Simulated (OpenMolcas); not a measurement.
A calculation on Al.

```yaml
Program: OpenMolcas 26.06
Method: "SS-RASPT2, IPEA 0.25 Eh, imaginary shift 0.1 Eh (closed shells correlated: 2s 2p)"
Basis: ANO-RCC-VQZP [6s5p3d2f1g]
Scalar_Hamiltonian: DKH2, point nucleus
Active_space: 3 electrons in 9 orbitals (RAS2 3s 3p; RAS3 3d, at most 2 electrons)
State_averaging: 2S+1 = 4 odd, 1 root (0 in the spin-orbit step); 2S+1 = 2 odd, 3 roots; 2S+1 = 4 even, 3 roots; 2S+1 = 2 even, 5 roots
Spin-orbit_coupling: RASSI with atomic mean-field integrals over the reference wave functions, term energies averaged over their components
```

Which level of the active space comes out lowest?

3s2 3p 2P* 1/2, with 100 % of that term; it is also the measured ground level.

How high does 3s 3p2 4P 5/2 lie?

28359 cm-1 above the lowest level; measured 29143 cm-1 above the ground level, so the calculation is off by -3 %.

How high does 3s 3p2 4P 3/2 lie?

28298 cm-1 above the lowest level; measured 29067 cm-1 above the ground level, so the calculation is off by -3 %.

How high does 3s 3p2 4P 1/2 lie?

28261 cm-1 above the lowest level; measured 29020 cm-1 above the ground level, so the calculation is off by -3 %.

Measured values: NIST Handbook of Basic Atomic Spectroscopic Data.

Active for correlation alone: 3d; no level in the range computed is led by a configuration that fills it, so any true level of that kind is missing. Some terms mix strongly with configurations of 3d, whose occupation reaches 0.25 (3s 3p2 2D). Measured partners are found by configuration, term and J. A level has none where our copy of the source lacks it or the pairing is in doubt (some pairs that miss far off the trend of their configuration count as doubtful), and it then counts in no deviation. Levels of configurations outside the active space are missing.

* marks odd parity.
